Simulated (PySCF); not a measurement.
OsH₃⁺, quintet: data card

These are results of UPBE0/[Os def2-TZVP with ECP60, H def2-TZVP], scalar-relativistic core potentials, density fitting, no spin–orbit coupling, PySCF, not measurements.

The structure is a saddle point with 1 imaginary mode.

```xyz
4
charge 1 multiplicity 5, angstrom
Os    0.0032    0.0000    0.0000
H     1.7130    0.0000    0.0000
H    -1.1580    1.1302    0.0000
H    -1.1580   -1.1302    0.0000
```

```
Point group                                                                   : C2v
Bond lengths                                                                  : Os–H 1.620 Å (×2), Os–H 1.710 Å
Bond angles                                                                   : H–Os–H 88.4°, H–Os–H 135.8° (×2)
Lowest empty level (β)                                                        : -11.34 eV
Highest occupied level (α)                                                    : -14.03 eV
Principal polarisabilities                                                    : 21.1, 32.3, 43.3 bohr³
Principal quadrupole moments (Buckingham, traceless) about the centre of mass : -2.04, 0.64, 1.40 D Å
Spin squared ⟨S²⟩                                                             : 6.017
Rotational constants                                                          : 6.548, 2.977, 2.047 cm⁻¹
Dipole moment about the centre of mass                                        : 0.27 D
Zero-point energy (real modes)                                                : 43.3 kJ/mol
```

Harmonic modes (masses in u: Os 191.961, H 1.008):
| symmetry | ω (cm⁻¹) | IR (km/mol) | μ (u) | type |
| --- | --- | --- | --- | --- |
| b1 | 392i | – | 1.02 | bend |
| b2 | 342 | 3.3 | 1.02 | bend |
| a1 | 758 | 0.0 | 1.01 | bend |
| a1 | 1820 | 12.6 | 1.02 | stretch |
| b2 | 2142 | 4.5 | 1.01 | stretch |
| a1 | 2175 | 21.0 | 1.01 | stretch |

In C2v the vibrations span b1 + 2b2 + 3a1. Here b1 is antisymmetric to the molecular plane and b2 lies in it.

Charges (e):
```tsv
atom	Mulliken	Löwdin	polar tensor	spin (Mulliken)	Mayer order to Os1
Os1	0.90	1.00	0.99	3.68	–
H2	-0.05	-0.06	-0.03	0.34	0.83
H3,4	0.07	0.03	0.02	-0.01	0.90
```

Mulliken populations on Os1 (electrons outside its core potential): s 2.95, p 6.22, d 5.92, f 0.01.

Outer orbital energies (eV). α occupied: -19.79, -18.95, -17.89, -17.72, -17.69, -16.91, -14.03; empty: -9.55, -6.88, -3.80, -2.95. β occupied: -18.45, -17.92, -15.95; empty: -11.34, -11.27, -11.16, -10.41.

Other isomers or separated fragments may lie lower. With open d or f shells other occupations or spin states may lie lower. At this level a triplet minimum of Cs symmetry lies 164 kJ/mol below this structure. No spin–orbit coupling is included, which matters more the heavier the element.

The final relaxation and frequency run took about 4 core-minutes on a shared host.
